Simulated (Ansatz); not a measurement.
`N#C[Si](Cl)(Cl)Cl` + `CC(C)N` → `CC(C)N[Si](Cl)(Cl)Cl` + `C#N` at 400 K and 1 bar (ligand exchange at the Si–C bond).

Isolated molecules relaxed with PBE0-D4/def2-TZVP in Ansatz; ΔE leaves out vibrations. CCSD(T)/CBS is the MP2 limit (def2-TZVPP, def2-QZVPP) plus CCSD(T) − MP2 in def2-TZVPP, frozen cores. This one scheme is used for every species. Each species was taken in one conformer, which may not be the lowest.

| species | CCSD(T)/CBS energy (Eh) | H − E (kJ/mol) | S (J/(mol·K)) |
| --- | --- | --- | --- |
| `N#C[Si](Cl)(Cl)Cl` | -1761.31365 | 70.2 | 390.3 |
| `CC(C)N` | -174.28253 | 345.1 | 329.2 |
| `CC(C)N[Si](Cl)(Cl)Cl` | -1842.29631 | 357.0 | 513.1 |
| `C#N` | -93.32098 | 56.1 | 211.9 |

H − E and S are ideal-gas, rigid-rotor, harmonic terms from PBE0-D4/def2-TZVP, for one conformer and one mirror image of each species. 1 Eh = 2625.50 kJ/mol, R = 8.31446 J/(mol·K).

By hand: ΔE, ΔH, ΔS and ΔG.

ΔE = (-1842.29631) + (-93.32098) − (-1761.31365) − (-174.28253) = -0.02111 Eh = -55.4 kJ/mol. Δ(H − E) = 357.0 + 56.1 − 70.2 − 345.1 = -2.2, so ΔH = -57.6 kJ/mol. ΔS = 513.1 + 211.9 − 390.3 − 329.2 = 5.5 J/(mol·K). ΔG = -57.6 − 400 × (5.5)/1000 = -59.8 kJ/mol.

By hand: the equilibrium constant, and the temperature at which ΔG would vanish if ΔH and ΔS stayed fixed.

log₁₀ K = −ΔG/(RT ln 10) = 7.8. ΔH and −TΔS have one sign here, so there is no such temperature.

The number of gas molecules stays the same, so ΔS is small and ΔH decides. A doubt of 5 kJ/mol in ΔE shifts log₁₀ K by 0.7 here. Other conformers and mirror images would add mixing entropy, several J/(mol·K) or more a flexible species. Modes under 60 cm⁻¹, often nearly free rotors, make the harmonic entropy too high. These are equilibria of isolated gas molecules and say nothing of rates. Largest T1 diagnostic: 0.014 (customary marks: 0.02 for closed shells, 0.045 for open ones).

ΔS is within the doubt of such terms, so its sign, and with it that verdict, could turn.
